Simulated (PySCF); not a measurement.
Species: CH$_{3}$F$_{3}$Sn, charge 0, multiplicity 1. SMILES: [Sn]([F])([F])([F])[CH3]
Geometry from a B3LYP-D3(BJ)/def2-TZVP (Ansatz) optimisation:
```
Sn
F 1 1.9125
F 1 1.9125 2 104.39
F 1 1.9125 2 104.39 3 109.31
C 1 2.1236 2 114.17 3 -125.34
H 5 1.0869 1 108.14 2 60.00
H 5 1.0869 6 110.77 1 118.34
H 5 1.0869 6 110.77 7 123.32
```
Charge 0, spin multiplicity 1.

Dispersion corrections to the total energy (kcal/mol) from the dftd3 and dftd4 libraries through PySCF: D3(BJ) without and D4 with the three-body term, each with the damping fitted for the functional named.

| functional | D3(BJ) | D4 |
|---|---|---|
| revPBE | -7.14 | ? |
| B2PLYP | -2.75 | -2.30 |
| B2GP-PLYP | ? | -1.41 |
| PBE0 | -2.66 | -2.82 |
| BP86 | -5.21 | -4.53 |
| HSE06 | -2.15 | -2.64 |
| TPSSh | ? | -4.03 |

Task: Complete the blanks.

Result: 
- revPBE, D4: -9.19
- B2GP-PLYP, D3(BJ): -2.84
- TPSSh, D3(BJ): -3.55
